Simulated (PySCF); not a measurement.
Job file and geometry (Å, from GFN2-xTB) of an NMR shielding run on SMILES CCC1=C([SiH3])C[P@H](=O)C1, C₆H₁₃OPSi, GIAO PBE0/pcSseg-1 NMR shielding, non-relativistic, gas phase in PySCF 2.14.0, density-fitted response routines; density fitting, a coarse starting grid and PySCF grid level 2 are the driver's defaults:

```
$ OMP_NUM_THREADS=1 python probes_run.py task.json out

{"job": {"kind": "nmr", "xc": "PBE0", "basis": "pcSseg-1"}, "charge": 0, "multiplicity": 1}
C      2.171482     1.305810    -0.806293
C      1.211547     0.199963    -1.250368
C      0.333993    -0.243183    -0.122655
C     -0.957389     0.072094     0.015092
Si    -1.975092     1.113528    -1.178477
C     -1.618642    -0.459668     1.259618
P     -0.522141    -1.836750     1.761946
O     -0.449594    -2.227454     3.171236
C      0.945825    -1.078755     0.970265
H      2.833560     0.949865    -0.020390
H      1.612245     2.158171    -0.427778
H      2.779486     1.635614    -1.645246
H      1.794095    -0.650351    -1.615127
H      0.593557     0.568610    -2.070871
H     -1.353288     2.425504    -1.372780
H     -2.087448     0.422849    -2.466432
H     -3.304868     1.286501    -0.591979
H     -1.611546     0.281410     2.067509
H     -2.653117    -0.765595     1.099055
H     -0.867397    -2.877563     0.895555
H      1.440315    -0.459113     1.727684
H      1.674007    -1.802100     0.599586
```

**Question.** Write the output of this run.

**Answer.** 
```
coarse grid: 18912 points
cycle   1  E = -941.6038501576  dE =  1.313e+00  |g| = 9.450e-01  |ddm| = 4.369e+00
cycle   2  E = -940.9977464341  dE =  6.061e-01  |g| = 1.940e+00  |ddm| = 3.884e+00
cycle   3  E = -941.7708495053  dE = -7.731e-01  |g| = 2.447e-01  |ddm| = 3.190e+00
cycle   4  E = -941.7836646964  dE = -1.282e-02  |g| = 9.427e-02  |ddm| = 4.060e-01
cycle   5  E = -941.7859139363  dE = -2.249e-03  |g| = 1.570e-02  |ddm| = 1.186e-01
cycle   6  E = -941.7859660732  dE = -5.214e-05  |g| = 6.530e-03  |ddm| = 2.383e-02
cycle   7  E = -941.7859756440  dE = -9.571e-06  |g| = 2.389e-03  |ddm| = 8.506e-03
final grid: 172144 points
cycle   8  E = -941.8503041976  dE = -2.481e-05  |g| = 1.283e-02  |ddm| = 3.908e-02
cycle   9  E = -941.8502324115  dE =  7.179e-05  |g| = 2.213e-02  |ddm| = 3.857e-02
cycle  10  E = -941.8503413781  dE = -1.090e-04  |g| = 2.701e-03  |ddm| = 2.659e-02
cycle  11  E = -941.8503429041  dE = -1.526e-06  |g| = 1.918e-04  |ddm| = 2.566e-03
cycle  12  E = -941.8503429107  dE = -6.654e-09  |g| = 1.071e-04  |ddm| = 3.961e-04
cycle  13  E = -941.8503429130  dE = -2.312e-09  |g| = 4.045e-05  |ddm| = 1.469e-04
cycle  14  E = -941.8503429134  dE = -3.304e-10  |g| = 1.365e-05  |ddm| = 5.282e-05
converged SCF energy = -941.8503429134

GIAO shielding tensors (ppm)
atom      isotropic    diamagn.    paramagn.     s11        s22        s33       span
  0 C      171.532     248.082     -76.550    158.219    170.366    186.012     27.793
  1 C      151.475     247.623     -96.148    139.194    145.675    169.555     30.361
  2 C       24.736     266.247    -241.511    -97.740     33.344    138.603    236.343
  3 C       61.789     261.662    -199.873    -36.181     69.434    152.116    188.297
  4 Si     432.290     883.016    -450.725    396.157    432.870    467.845     71.688
  5 C      144.684     257.816    -113.132    120.693    141.832    171.528     50.835
  6 P      299.049     962.491    -663.442    131.383    254.645    511.119    379.736
  7 O      230.108     385.903    -155.795    128.641    279.411    282.271    153.630
  8 C      148.647     255.821    -107.175    133.979    143.343    168.618     34.638
  9 H       30.464      30.862      -0.399     25.696     30.070     35.626      9.930
 10 H       30.854      31.577      -0.724     26.605     29.972     35.983      9.378
 11 H       30.501      28.480       2.020     26.215     27.190     38.097     11.882
 12 H       29.700      31.960      -2.260     26.123     28.332     34.643      8.519
 13 H       29.502      33.910      -4.408     25.081     29.873     33.551      8.470
 14 H       27.418      30.620      -3.202     23.480     26.808     31.966      8.485
 15 H       27.403      30.444      -3.041     23.958     25.911     32.340      8.383
 16 H       27.778      29.997      -2.219     23.977     26.793     32.564      8.586
 17 H       28.940      32.005      -3.065     26.242     26.978     33.600      7.358
 18 H       29.251      31.149      -1.898     25.166     28.658     33.927      8.761
 19 H       24.359      29.024      -4.665     21.007     23.382     28.688      7.682
 20 H       29.001      32.353      -3.352     25.689     28.122     33.193      7.504
 21 H       29.631      31.854      -2.223     25.993     28.890     34.011      8.018
```

**Question.** Turn these shieldings into chemical shifts. Chemical shifts δ = σref − σ; 13C (σref 186.93) and 29Si (σref 349.16) and 1H (σref 31.72) vs TMS; 31P (σref 318.38) against H3PO4; 17O (σref 336.08) against H2O, all at this level.

**Answer.** Averaging equivalent atoms: C 2: 162.2; C 3: 125.1; C 5: 42.2; C 8: 38.3; C 1: 35.5; C 0: 15.4; Si 4: -83.1; P 6: 19.3; O 7: 106.0; H 19: 7.36; H 14/15/16: 4.18; H 17: 2.78; H 20: 2.72; H 18: 2.47; H 13: 2.22; H 21: 2.09; H 12: 2.02; H 9/10/11: 1.11 ppm. Experimental scales use liquid or dissolved standards, which lie at an offset from isolated H2O (liquid H2O: subtract about 36 ppm) and H3PO4.

Size and cost of the density-fitted run: 232 basis functions, 70 s wall time on 1 thread of an Arm Neoverse V1, shared host.
